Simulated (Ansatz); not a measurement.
Species: C5H8, SMILES `C#CC(C)C` (charge 0, multiplicity 1), formula C₅H₈.

Problem. How many basis functions does frozen-core CCSD(T)/cc-pVTZ // B3LYP-D3(BJ)/def2-TZVP in Ansatz (an electronic-structure program) use, how many core orbitals are frozen, and how many electrons are correlated?

Solution. 262 basis functions and 5 frozen orbitals, which leaves 28 correlated electrons. Core time is of the order of minutes.
